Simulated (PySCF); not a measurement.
C4H7, charge -1, singlet, geometry from GFN2-xTB (in this run its highest filled SCF level lies above zero, so its values depend strongly on the basis, on diffuse functions most of all); BLYP/6-31G, TDA (PySCF).

PySCF was given this input:
```python
from pyscf import gto, scf, dft, tdscf

mol = gto.Mole()
mol.atom = '''
    C    -0.01707892    0.13768366    1.56711869
    C    -0.00258751    0.01589936    0.23872691
    H    -0.01937530   -0.90033578    2.05551585
    C     0.00330867    1.25366579   -0.64010594
    H    -0.00577892    2.15256181   -0.02325221
    H     0.89326881    1.29293502   -1.28777368
    H    -0.87285877    1.28799033   -1.30658702
    C     0.01031081   -1.25397826   -0.63835837
    H     0.00619538   -2.15281432   -0.01577716
    H    -0.86732463   -1.30245721   -1.30263128
    H     0.90215513   -1.29750313   -1.28378223
'''
mol.basis = '6-31g'
mol.charge = -1
mol.verbose = 4
mol.build()

mf = dft.RKS(mol)
mf.xc = 'blyp'
mf.kernel()
td = mf.TDA()
td.nstates = 5
td.conv_tol = 1e-3
td.kernel()
td.analyze()
```

The log (banner, timings and long lists left out):

```
PySCF version 2.14.0

[INPUT] verbose = 4
[INPUT] num. atoms = 11
[INPUT] num. electrons = 32
[INPUT] charge = -1
[INPUT] spin (= nelec alpha-beta = 2S) = 0
[INPUT] symmetry False subgroup None
[INPUT] Mole.unit = angstrom
[INPUT] Symbol           X                Y                Z      unit          X                Y                Z       unit  Magmom
[...]
nuclear repulsion = 111.076043979619
number of shells = 34
number of NR pGTOs = 116
number of NR cGTOs = 50
basis = 6-31g
ecp = {}

******** <class 'pyscf.dft.rks.RKS'> ********
method = RKS
initial guess = minao
damping factor = 0
level_shift factor = 0
DIIS = <class 'pyscf.scf.diis.CDIIS'>
diis_start_cycle = 1
diis_space = 8
diis_damp = 0
SCF conv_tol = 1e-09
SCF conv_tol_grad = None
SCF max_cycles = 50
direct_scf = True
direct_scf_tol = 1e-13
XC library pyscf.dft.libxc version 7.1.2
    S. Lehtola, C. Steigemann, M. J. T. Oliveira, and M. A. L. Marques,  SoftwareX 7, 1–5 (2018)
XC functionals = blyp
    A. D. Becke,  Phys. Rev. A 38, 3098 (1988)
    C. Lee, W. Yang, and R. G. Parr,  Phys. Rev. B 37, 785 (1988)
    B. Miehlich, A. Savin, H. Stoll, and H. Preuss,  Chem. Phys. Lett. 157, 200 (1989)
radial grids:
    Treutler-Ahlrichs [JCP 102, 346 (1995); DOI:10.1063/1.469408] (M4) radial grids

becke partition: Becke, JCP 88, 2547 (1988); DOI:10.1063/1.454033
pruning grids: <function nwchem_prune>
grids dens level: 3
symmetrized grids: False
atomic radii adjust function: <function treutler_atomic_radii_adjust>
small_rho_cutoff = 0
Set gradient conv threshold to 3.16228e-05
Initial guess from minao.
tot grids = 125128
init E= -156.451588057125
[...]
cycle= 1 E= -156.190548549221  delta_E= 0.261  |g|= 0.777  |ddm|= 3.01
[...]
cycle= 2 E= -154.521826968885  delta_E= 1.67  |g|= 1.71  |ddm|= 21.3
[...]
cycle= 3 E= -156.210335532538  delta_E= -1.69  |g|= 0.74  |ddm|= 21.3
[...]
cycle= 4 E= -156.374987660726  delta_E= -0.165  |g|= 0.192  |ddm|= 0.92
[...]
cycle= 5 E= -156.381194261059  delta_E= -0.00621  |g|= 0.185  |ddm|= 0.775
[...]
cycle= 6 E= -156.390577682513  delta_E= -0.00938  |g|= 0.0293  |ddm|= 0.322
[...]
cycle= 7 E= -156.390833734612  delta_E= -0.000256  |g|= 0.0048  |ddm|= 0.0744
[...]
cycle= 8 E= -156.390841820917  delta_E= -8.09e-06  |g|= 0.00197  |ddm|= 0.0155
[...]
cycle= 9 E= -156.390842868466  delta_E= -1.05e-06  |g|= 0.000642  |ddm|= 0.00425
[...]
cycle= 10 E= -156.39084298989  delta_E= -1.21e-07  |g|= 5.97e-05  |ddm|= 0.00167
[...]
cycle= 11 E= -156.390842991437  delta_E= -1.55e-09  |g|= 1.07e-05  |ddm|= 0.000256
[...]
cycle= 12 E= -156.390842991486  delta_E= -4.98e-11  |g|= 1.29e-06  |ddm|= 4.22e-05
[...]
Extra cycle  E= -156.390842991486  delta_E= 7.39e-13  |g|= 1.54e-06  |ddm|= 8.49e-06
converged SCF energy = -156.390842991486

******** <class 'pyscf.tdscf.rks.TDA'> for <class 'pyscf.dft.rks.RKS'> ********
nstates = 5 singlet
deg_eia_thresh = 1.000e-03
wfnsym = None
conv_tol = 0.001
eigh lindep = 1e-12
eigh level_shift = 0
eigh max_cycle = 100

Excitation energies (eV)
[3.15676886 4.00211402 4.73093151 4.90488512 5.33568938]

** Singlet excitation energies and oscillator strengths **
Excited State   1:      3.15677 eV    392.76 nm  f=0.0261
      16 -> 17       -0.70570
Excited State   2:      4.00211 eV    309.80 nm  f=0.0074
      16 -> 18        0.69267
      16 -> 21        0.10690
Excited State   3:      4.73093 eV    262.07 nm  f=0.0197
      16 -> 19       -0.70045
Excited State   4:      4.90489 eV    252.78 nm  f=0.0413
      15 -> 18        0.16047
      16 -> 20        0.68355
Excited State   5:      5.33569 eV    232.37 nm  f=0.0115
      15 -> 17        0.70282

** Transition electric dipole moments (AU) **
state          X           Y           Z        Dip. S.      Osc.
  1        -0.0024      0.5765      0.0698      0.3372      0.0261
  2        -0.2738     -0.0008     -0.0029      0.0750      0.0074
  3         0.0021     -0.4032     -0.0870      0.1701      0.0197
  4        -0.0054     -0.1884      0.5554      0.3440      0.0413
  5         0.2966      0.0008      0.0031      0.0880      0.0115

** Transition velocity dipole moments (imaginary part, AU) **
state          X           Y           Z        Dip. S.      Osc.
  1        -0.0002      0.0376      0.0078      0.0015      0.0085
  2        -0.0605     -0.0002     -0.0006      0.0037      0.0166
  3         0.0001     -0.0257     -0.0041      0.0007      0.0026
  4        -0.0003     -0.0091      0.0284      0.0009      0.0033
  5         0.0279      0.0001      0.0003      0.0008      0.0026

** Transition magnetic dipole moments (imaginary part, AU) **
state          X           Y           Z
  1         0.5722      0.0016      0.0061
  2         0.0069      0.6477     -0.8204
  3        -0.4952     -0.0014     -0.0053
  4        -0.2973     -0.0008     -0.0032
  5        -0.0014      0.4261      0.0223
```
